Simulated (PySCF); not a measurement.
Atom-mapped SMILES (the numbers label the heavy atoms): `[CH3:1][CH2:2][C:3]#[C:4][SiH:5]1[CH2:6][CH2:7][CH2:8]1`. Each H is labelled by its parent atom. Ha(C6), Ha(C7), Ha(C8) are cis to C4 on the ring; Hb(C6), Hb(C7), Hb(C8) are trans to C4 on the ring.

PySCF 2.14.0 with density-fitted response routines calculation with NMR shieldings at PBE0/pcSseg-1/GIAO and GFN2-xTB geometry; equivalent nuclei averaged, relativity neglected, gas phase, one conformer.

Referencing at the same level of theory: $^{13}$C (σ = 186.93 ppm) and $^{1}$H (σ = 31.72 ppm) and $^{29}$Si (σ = 349.16 ppm) vs TMS.

| atoms | nucleus | count | Hirshfeld charge | δ (ppm) |
| --- | --- | --- | --- | --- |
| Hb(C6)/Hb(C8) | $^{1}$H | 2 | 0.03 | 1.52 |
| Ha(C6)/Ha(C8) | $^{1}$H | 2 | 0.04 | ? |
| Hb(C7) | $^{1}$H | 1 | 0.04 | 2.19 |
| C1 | $^{13}$C | 1 | -0.11 | 16.5 |
| C6/C8 | $^{13}$C | 2 | -0.17 | 16.7 |
| H(C1) | $^{1}$H | 3 | 0.04 | ? |
| H(C2) | $^{1}$H | 2 | 0.06 | 2.43 |
| C7 | $^{13}$C | 1 | -0.07 | ? |
| C2 | $^{13}$C | 1 | -0.05 | 16.9 |
| C4 | $^{13}$C | 1 | -0.19 | ? |
| Si5 | $^{29}$Si | 1 | 0.38 | -35.2 |
| C3 | $^{13}$C | 1 | -0.02 | 121.7 |
| H(Si5) | $^{1}$H | 1 | -0.07 | 5.19 |
| Ha(C7) | $^{1}$H | 1 | 0.04 | 2.24 |

Q: Estimate the values marked ?.

A: 
- C4: 86.2 ppm, alkyne carbon; sp carbons lie upfield of alkene carbons because the cylindrical π system leaves one tensor component strongly shielded
- C7: 20.3 ppm, sp3 CH2 in a ring; a saturated carbon with 2 carbon neighbours and no heteroatom attached
- Ha(C6)/Ha(C8): 1.73 ppm, hydrogen on an sp3 CH2 bonded to Si
- H(C1): 1.25 ppm, hydrogen on a methyl carbon

Shifts are as computed. Against solution values, carbons near 30 ppm lie about +3 ppm off and those near 130 ppm about +5 ppm. Of 1211 compounds with measured shifts, 218 miss one by over three times the rms of a fit or turn the order of signals round; such compounds aren't used in these exercises.
